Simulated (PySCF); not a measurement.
**How methods differ on the ionisation energy of Hf⁴⁸⁺**

Hf⁴⁸⁺ [Ar] 3d6 [3d3/2^4 3d5/2^2, M_J = 4] → Hf⁴⁹⁺ [Ar] 3d5 [3d3/2^4 3d5/2^1, M_J = 5/2], as a difference of total energies. Calculation: PySCF 2.14, in an uncontracted even-tempered set (15 s from 12 bohr⁻², ratio 2.8; 12 p from 16 bohr⁻², ratio 2.8; 8 d from 16 bohr⁻², ratio 2.8; 3 f from 55 bohr⁻², ratio 3); the two-component X2C-1e Hamiltonian. Correlated levels: [Ne] frozen; the 72 highest virtual spinors dropped. "Screened" scales the spin-orbit matrix elements by Boettger's factors to mimic the two-electron term; Breit and QED terms are absent.

```csv
method,ionisation energy (eV)
GHF (spin-free),4253.6
GMP2 (spin-free),4254.6
GHF (screened spin-orbit),4247.9
GMP2 (screened spin-orbit),4247.7
```

Breit and QED terms and the two-electron picture change are absent.

The spin-free rows relax to the high-spin LS determinant and lack the spin-orbit shift.

The labels give the starting determinants; with spin-orbit coupling the two ends relaxed to ⟨J²⟩ = 20.01, ⟨L²⟩ = 12.59, ⟨S²⟩ = 2.98 and ⟨J²⟩ = 8.75, ⟨L²⟩ = 6.06, ⟨S²⟩ = 2.91.

For comparison: 4246 ± 4 eV (theoretical estimate listed by NIST; NIST Atomic Spectra Database, ionization energies).
